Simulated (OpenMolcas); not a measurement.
## Which level was it?

The species is C3H9Ga (13 atoms), meant as a singlet with charge 0. SMILES: `C[Ga](C)C`. Geometry: relaxed at PBE0-D4/def2-TZVP.

```xyz
13

C    -0.3866    1.6627   -0.9900
Ga    0.0309   -0.0152   -0.0333
C     1.4043   -0.0170    1.3876
C    -0.9848   -1.6621   -0.4331
H     0.4960    2.2955   -1.1056
H    -1.1189    2.2356   -0.4106
H    -0.8224    1.4795   -1.9741
H     2.2071    0.6933    1.1791
H     1.8381   -1.0071    1.5405
H     0.9440    0.2865    2.3342
H    -1.3177   -1.6954   -1.4726
H    -1.8823   -1.6929    0.1945
H    -0.4080   -2.5635   -0.2165
```

Orbital energies and the dipole are those of the mean-field step.

A calculation with OpenMolcas 26.06 gave:

- total energy: -2042.4187 Eh
- dipole moment: 0.04 D
- HOMO energy: -10.35 eV
- LUMO energy: 2.38 eV
- HOMO–LUMO gap: 12.73 eV

Task: Which of these levels gave the numbers?
A. SVWN5/def2-SVP
B. MP2/def2-SVP
C. PBE/def2-SVP
D. TPSS/def2-SVP

Result: B. The others give -2044.2798 Eh (TPSS/def2-SVP), -2043.7805 Eh (PBE/def2-SVP), -2040.0747 Eh (SVWN5/def2-SVP).
